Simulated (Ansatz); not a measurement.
Input file for Ansatz (an electronic-structure program): R-SVWN5/def2-TZVPP on Cl2 (SMILES ClCl).

Ansatz 0.2 input:
```yaml
crystal:
  periodic: [false, false, false]
  atoms:
    - {symbol: Cl, position_ang: [0.00000000, -0.00000000, -1.00672443]}
    - {symbol: Cl, position_ang: [-0.00000000, 0.00000000, 1.00672443]}
basis:
  gaussian:
    orbitals: def2-TZVPP
hamiltonian:
  xc: {name: SVWN5}
scf: {lower_state_search: off}
```

Output:

```
WARN ansatz: RAYON_NUM_THREADS=4 ignored (pool sized by the plan → 4); use --threads N
Functional definition: SVWN5
these checks for a lower state are left out or cut short: stability, starts, cluster_reference, orbital_swaps, neighbouring_geometries, increment
integrals: 0.02 GiB planned
588 factors; their error is unknown
mean field: 0.18 GiB planned
mean field evaluation 1: about -24964.4584 eV, gradient 8.7e0 eV
mean field evaluation 2: about -24964.5587 eV, gradient 5.2e0 eV
mean field evaluation 4: about -24964.6050 eV, gradient 1.6e-1 eV
mean field evaluation 8: about -24964.5867 eV, gradient 6.3e-4 eV
mean field -24964.58665254 eV, -917.4316378764 hartree, gradient 1.7e-6 eV, S^2 0.000000; 0 other end points of the search recorded, 0 dependent functions left out
reference -24964.58667635 eV, -917.4316387511 hartree; 17, 17 occupied and 67, 67 virtual orbitals, 588 factors
Total energy: -24964.58667635 eV, -917.4316387511 hartree
Checks for a lower state left out: stability, starts, cluster_reference, orbital_swaps, neighbouring_geometries, increment
```

The run converged.

Cost: roughly 0.6 core-seconds.
